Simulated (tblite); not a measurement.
C₇H₁₂ (charge -1 and doublet state).
Geometry (GFN2-xTB, Å), atoms numbered from 1 in this order:
```
atom  x, y, z in Å
C1     2.4254   -0.4190   -0.2270
C2     1.4894    0.2216    0.8329
C3     0.1300    0.6068    0.3397
C4    -0.1737    1.5436   -0.7404
C5    -1.4150    0.7515   -1.1013
C6    -0.8869   -0.3836   -0.1989
C7    -1.8853   -0.9563    0.8104
H8     2.4997    0.2498   -1.0815
H9     2.0073   -1.3646   -0.5681
H10    3.4294   -0.6064    0.1689
H11    1.9979    1.1171    1.2175
H12    1.4006   -0.4891    1.6702
H13   -0.2066    2.6353   -0.6154
H14   -2.3924    1.1470   -0.7607
H15   -1.5357    0.4829   -2.1661
H16   -0.4926   -1.2344   -0.7937
H17   -2.3005   -0.1525    1.4177
H18   -1.3906   -1.6654    1.4777
H19   -2.7099   -1.4751    0.3106
```

Computed values, GFN2-xTB/tblite, gas phase, harmonic and unscaled. Errors from tens to a few hundred cm⁻¹ against measured bands are possible. One conformer, not necessarily the lowest. Open shells enter through the occupations alone, without spin polarisation, and single modes of such species can be off by tens of per cent.

Harmonic wavenumbers (cm⁻¹): 64.7, 113.9, 173.2, 182.7, 199.4, 240.4, 340.9, 391.9, 492.3, 604.1, 719.4, 767.3, 808.9, 897.1, 908.6, 925.1, 984.6, 1001.4, 1023.4, 1029.2, 1047.7, 1102.7, 1142.1, 1172.6, 1187.6, 1217.9, 1239.8, 1274.6, 1306.5, 1316.0, 1360.1, 1382.8, 1393.2, 1486.6, 1502.9, 1506.7, 1512.4, 1515.9, 1519.8, 2661.9, 2686.3, 2757.2, 2787.0, 2827.7, 2869.8, 2902.1, 2917.5, 2961.1, 2997.8, 3009.7, 3025.9.

A = 3983, B = 1960, C = 1572 MHz; mass 96.094 u (most abundant isotopes); point group C1, symmetry number 1; spin multiplicity 2.

Question: Zero-point energy?

Answer: Half the sum of the wavenumbers: 35730 cm⁻¹ = 102.16 kcal/mol.

Question: Give the ideal-gas entropy at 298.15 K and 1 bar in the rigid-rotor, harmonic-oscillator model (classical rotation).

Answer: Translation 39.63, rotation 27.66, vibration 21.52, spin (R ln 2) 1.38: S = 90.2 cal/(mol K).

Question: And Cp and H(298.15 K) − H(0)?

Answer: Cp = 32.54 cal/(mol K), of which vibrations give 24.59 (their classical limit is 51 R = 101.3); H(298.15 K) − H(0) = 5.91 kcal/mol without the zero-point energy, 3.54 from vibrations.

Question: Blend soft modes into free rotors: weight 1/[1 + (100 cm⁻¹/ν̃)⁴] for the oscillator and the rest for a rotor with moment μB/(μ + B), μ = h/(8π²ν), B = 10⁻⁴⁴ kg m². What vibrational entropy results?

Answer: 20.47 cal/(mol K) in place of 21.52, which changes −T·S at 298.15 K by +0.31 kcal/mol.

Question: How do the functions run with temperature in this model?

Answer: 
```tsv
T (K)	S (cal/(mol K))	Cp (cal/(mol K))	H − H(0) (kcal/mol)	G − H(0) (kcal/mol)	ln q(vib)
50	56.0	11.3	0.45	-2.35	0.22
100	65.5	16.3	1.15	-5.40	0.98
373.15	98.3	39.9	8.63	-28.05	6.37
500	111.6	51.4	14.44	-41.36	9.01
750	135.9	68.4	29.56	-72.36	14.31
1000	157.2	79.6	48.15	-109.06	19.49
```

q(vib) and H(0) count from the zero-point level.

Question: What must be added to the electronic energy to get the Gibbs energy at 298.15 K and 1 bar?

Answer: ZPE + [H(298.15 K) − H(0)] − T·S = 102.16 + 5.91 − 26.89 = 81.18 kcal/mol.

Hindered rotation and anharmonicity are outside this model. Other conformers, if any are populated, would add a mixing term that is left out. The structure is chiral; the term R ln 2 for an equal mix with its mirror image is left out.
